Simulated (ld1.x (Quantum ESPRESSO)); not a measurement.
## An all-electron radial function and its pseudo partner (Co)

Columns: radius, all-electron u(r) and pseudo u(r) of the 3d shell (level -17.16 eV) of cobalt in the configuration [Ne] 3s2 3p6 3d7 4s1 4p0; BLYP, non-relativistic, TM scheme, ld1.x (Quantum ESPRESSO) 7.5.

```csv
r (bohr),all-electron,pseudo
0.068,0.0330,0.0123
0.135,0.1559,0.0871
0.202,0.3292,0.2456
0.270,0.5093,0.4593
0.338,0.6658,0.6641
0.405,0.7862,0.8117
0.473,0.8731,0.8986
0.540,0.9271,0.9401
0.608,0.9549,0.9579
0.675,0.9610,0.9612
0.742,0.9516,0.9516
0.810,0.9305,0.9305
0.878,0.9017,0.9017
0.945,0.8684,0.8684
1.013,0.8316,0.8316
1.080,0.7939,0.7939
1.148,0.7551,0.7551
1.215,0.7171,0.7171
1.283,0.6793,0.6793
1.350,0.6432,0.6432
1.418,0.6078,0.6078
1.485,0.5744,0.5744
1.553,0.5419,0.5419
1.620,0.5114,0.5114
1.688,0.4820,0.4820
1.755,0.4545,0.4545
```

(1) How many radial nodes do the two functions have?

(2) At about which radius was the pseudo-wave matched?

(3) Where does each function peak?

(4) Is the pseudo-wave norm-conserving?

Results:

(1) The all-electron 3d function has n − l − 1 = 0; the pseudo-wave has 0.

(2) 0.75 bohr. The columns agree to 0.0005 from 0.68 bohr on; several derivatives are matched, so the curves merge somewhat inside the radius.

(3) Outermost all-electron maximum near 0.68 bohr, pseudo maximum near 0.68 bohr (to the table’s step).

(4) Yes: the TM scheme keeps the norm inside the radius equal to the all-electron one, which fixes the energy derivative of the logarithmic derivative at the level.
